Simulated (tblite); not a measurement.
Input of a run (GFN2-xTB geometry optimisation, gas phase (tblite 0.8.0)), started from a force field or distance geometry:
```
{"job": {"kind": "relax", "xc": "GFN2-xTB", "basis": "xTB"}, "charge": 0, "multiplicity": 1}
C      1.730000    -0.776800     0.072800
C      0.860700     0.474700     0.131900
C      1.480700     1.665800     0.187200
Cl     0.683500     3.196100     0.248200
C     -0.666100     0.273500     0.193400
Si    -1.440600    -0.038200    -1.516500
C     -1.133100    -0.784400     1.177100
F     -0.589800    -0.566000     2.409600
F     -2.472200    -0.767200     1.339100
F     -0.791700    -2.040200     0.812000
H      2.780300    -0.536700    -0.054000
H      1.623600    -1.359900     0.996900
H      1.425700    -1.402200    -0.762500
H      2.552400     1.797500     0.162800
H     -1.128000     1.217200     0.533100
H     -0.924800    -1.304300    -2.080600
H     -1.083100     1.068600    -2.442800
H     -2.916200    -0.111100    -1.419400
```

Output (eV, eV/Å):
```
step      E/eV     max force
  0    -959.52859    1.149
  1    -959.59148    0.569
  2    -959.63184    0.404
  3    -959.64383    0.277
  4    -959.65639    0.256
  5    -959.66809    0.258
  6    -959.67641    0.286
  7    -959.68180    0.141
  8    -959.68374    0.093
  9    -959.68508    0.088
 10    -959.68687    0.140
 11    -959.68906    0.123
 12    -959.69102    0.109
 13    -959.69234    0.087
 14    -959.69330    0.096
 15    -959.69412    0.078
 16    -959.69475    0.059
 17    -959.69528    0.067
 18    -959.69583    0.065
 19    -959.69651    0.103
 20    -959.69724    0.109
 21    -959.69787    0.072
 22    -959.69840    0.068
 23    -959.69896    0.082
 24    -959.69964    0.091
 25    -959.70027    0.093
 26    -959.70070    0.056
 27    -959.70097    0.051
 28    -959.70122    0.041
 29    -959.70148    0.043
 30    -959.70173    0.040
 31    -959.70196    0.034
 32    -959.70218    0.037
 33    -959.70244    0.041
 34    -959.70273    0.044
 35    -959.70299    0.046
 36    -959.70316    0.032
 37    -959.70325    0.019
 38    -959.70331    0.020
 39    -959.70336    0.016
 40    -959.70341    0.015
 41    -959.70346    0.020
 42    -959.70351    0.022
 43    -959.70357    0.020
 44    -959.70365    0.025
 45    -959.70373    0.026
 46    -959.70382    0.027
 47    -959.70392    0.024
 48    -959.70405    0.040
 49    -959.70423    0.049
 50    -959.70442    0.039
 51    -959.70457    0.032
 52    -959.70469    0.025
 53    -959.70480    0.031
 54    -959.70493    0.035
 55    -959.70504    0.024
 56    -959.70512    0.020
 57    -959.70520    0.024
 58    -959.70531    0.035
 59    -959.70545    0.041
 60    -959.70559    0.031
 61    -959.70567    0.020
 62    -959.70573    0.017
 63    -959.70581    0.029
 64    -959.70595    0.044
 65    -959.70612    0.046
 66    -959.70628    0.029
 67    -959.70639    0.023
 68    -959.70649    0.021
 69    -959.70658    0.029
 70    -959.70666    0.027
 71    -959.70675    0.021
 72    -959.70684    0.023
 73    -959.70696    0.025
 74    -959.70706    0.024
 75    -959.70712    0.019
 76    -959.70716    0.017
 77    -959.70719    0.013
 78    -959.70722    0.013
 79    -959.70724    0.009
```

Problem. Summarise the run.

Solution. The energy falls by 17.2 kJ/mol over 79 L-BFGS steps, the largest force on an atom goes from 1.15 to 0.009 eV/Å, and the atoms move by 0.150 Å rms after alignment. The bond that changes most is C2–C5 (fully substituted alkene carbon to sp3 carbon bound to silicon), which shortens by 0.044 Å. Bonds longer at the end by more than 0.005 Å: 1 of 17; shorter: 11. Among the angles that change most is C5–Si6–H17, from 109.9° to 105.3°. Among the dihedrals that turn most is C3–C2–C5–H15, from -14° to -27°. The energy never rose by more than 1e-5 eV on the way. The first step brought 35 % of the lowering.

Problem. What are the final bond lengths?

Solution. C1–C2 1.497 Å, C2=C3 1.329 Å, C3–Cl4 1.725 Å, C2–C5 1.497 Å, C5–Si6 1.930 Å, C5–C7 1.502 Å, C7–F8 1.346 Å, C7–F9 1.346 Å, C7–F10 1.346 Å, C1–H11 1.086 Å, C1–H12 1.089 Å, C1–H13 1.089 Å, C3–H14 1.078 Å, C5–H15 1.093 Å, Si6–H16 1.461 Å, Si6–H17 1.458 Å, Si6–H18 1.459 Å. Numbering counts from 1 in the input's order; the species is `C/C(=C/Cl)[C@@H]([SiH3])C(F)(F)F`.

The run took 1.2 s wall on one thread of an Arm Neoverse N1, no GPU, on a shared host.

Its GFN2-xTB frequencies are all real (lowest 36 cm⁻¹). The numbers are those of one conformer. 2 starts were optimised and ended at 0.00 and 0.48 kcal/mol (GFN2-xTB); the lowest of these is shown.

All values are computed, not measured.
